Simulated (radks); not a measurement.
Results of a calculation; reference values are marked as such.
Numerical settings for neutral caesium, [Xe] 6s1. Level of theory: Dirac Kohn-Sham, PBE, spin-unpolarised, spherical densities, finite nucleus; Fermi nuclear charge, rms radius 4.8041 fm (a radial shooting solver on a logarithmic mesh with Libxc functionals). The defaults (mesh step 0.008 in ln r, mesh end at 40 bohr or more with all orbitals vanishing there, Anderson mixing 0.5 over 9 steps, residual threshold near 1e-9 with the energy settled to 1e-9 hartree or 1e-11 of itself, here a cap of 86 iterations) give E = -7789.9785 hartree and 6s1/2 at -2.086 eV in 14 iterations. Run on one thread of a shared host, so times are rough (Intel(R) Xeon(R) Platinum 8488C): 0.22 s of CPU time, 0.22 s wall, 14 iterations on 2440 mesh points. Changes against that run (0 stands for a change within the tolerance of the run):

| setting | iterations | converged | E (mhartree) | e(6s1/2) (meV) | CPU (s) |
|---|---|---|---|---|---|
| mesh step in ln r 0.03 | 13 | yes | +0.00663 | 0 | 0.06 |
| mesh step in ln r 0.2 | 4 | no | diverged | - | 0.01 |
| mesh step in ln r 0.012 | 13 | yes | 0 | 0 | 0.13 |
| mesh end (bohr) 1 | 13 | level above zero | +3.86e+05 | +2.04e+06 | 0.14 |
| mesh end (bohr) 8 | 13 | yes | +32.9 | +1.38e+03 | 0.16 |
| residual threshold 1e-05 | 9 | yes | 0 | +0.325 | 0.14 |
| residual threshold 0.001 | 8 | yes | 0 | +0.631 | 0.13 |
| mixing 0.01 | 23 | yes | 0 | 0 | 0.26 |
| linear mixing, mixing 0.2 | 86 | no | 0 | 0 | 0.74 |
| linear mixing, mixing 0.8 | 35 | yes | 0 | 0 | 0.37 |
| mixing history 3 | 16 | yes | 0 | 0 | 0.19 |
| iteration cap 3 | 3 | no | +0.707 | -113 | 0.06 |

Settled on a wrong energy, with an occupied level pushed above zero by the early mesh end: mesh end (bohr) 1 (+386 hartree). Apart from these: settings that end as converged yet miss the energy by more than 1 mhartree: mesh end (bohr) 8 (+0.0329 hartree). A mesh that ends early acts as a hard wall.
